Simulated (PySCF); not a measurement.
Species: C8H11OP.
SMILES with atom numbers: `[CH2:1]=[CH:2][c:3]1[cH:4][c:5]([CH3:6])[pH:7][c:8]1[O:9][CH3:10]`

Cartesian coordinates in Å at the GFN2-xTB level; atoms count from 1:
```
atom  x, y, z in Å
C1    -1.1203    3.1217   -0.1113
C2    -0.0868    2.2990    0.0394
C3    -0.1514    0.8580    0.1388
C4    -1.3632    0.0709    0.0879
C5    -1.2049   -1.2636    0.1636
C6    -2.2869   -2.2930    0.1405
P7     0.5373   -1.6881    0.4666
C8     0.9648    0.0746    0.2546
O9     2.2188    0.5749    0.3407
C10    3.2563   -0.3693    0.3375
H11   -0.9813    4.1870   -0.1769
H12   -2.1365    2.7726   -0.1754
H13    0.9165    2.7004    0.0985
H14   -2.3268    0.5385   -0.0320
H15   -2.0587   -3.0802   -0.5774
H16   -2.3914   -2.7596    1.1200
H17   -3.2369   -1.8365   -0.1288
H18    0.8341   -2.0681   -0.8485
H19    4.1836    0.1857    0.4691
H20    3.2890   -0.9198   -0.6108
H21    3.1358   -1.0880    1.1582
```

NICS is the negative of the GIAO shielding at a point without a nucleus: at the ring centre (0) and 1 Å above and below it (1); zz is the component along the ring normal. Level: GIAO PBE0/pcSseg-1 (PySCF, non-relativistic, gas phase) on the GFN2-xTB geometry, one conformer.

Ring bond lengths (Å), with Mayer bond orders in brackets: C3–C4 1.446 (1.14), C4–C5 1.346 (1.71), C5–P7 1.819 (0.97), P7–C8 1.826 (0.94), C8–C3 1.369 (1.57).

Question: Give the NICS values of each ring in ppm.

Answer: 
```
          ring                                                           type  NICS(0)  NICS(1), two faces  NICS(1)zz, two faces  rms pucker (Å)  centre to ring atoms, mean (Å)
C3–C4–C5–P7–C8  5-membered ring with P; bonds drawn aromatic by RDKit's count     -4.0         -5.0 / -4.8           -6.5 / -7.6            0.04                            1.32
```

Question: What can be read from them?

Answer: 
- C3–C4–C5–P7–C8: mean NICS(1)zz -7.0 ppm, shielded. A hydrogen on P7, outside the ring, lies 1.86 Å from a NICS(1) probe.

Question: What does the geometric index give? HOMA = 1 − mean of α(R − Ropt)² over the ring bonds, with Krygowski's 1993 parameters (CC: Ropt 1.388 Å, α 257.7 Å⁻²; CP: Ropt 1.698 Å, α 118.91 Å⁻²).

Answer: 
- C3–C4–C5–P7–C8: HOMA -0.02; the largest term is that of P7–C8, α(R − Ropt)² = 1.95.

Question: List the ring angles and the Hirshfeld charges of the ring atoms.

Answer: 
- C3–C4–C5–P7–C8: C3 112.0° (-0.046 e), C4 116.0° (-0.061 e), C5 110.7° (-0.056 e), P7 88.8° (+0.119 e), C8 111.8° (+0.020 e); sum 539.4° against 540° for a flat convex ring.
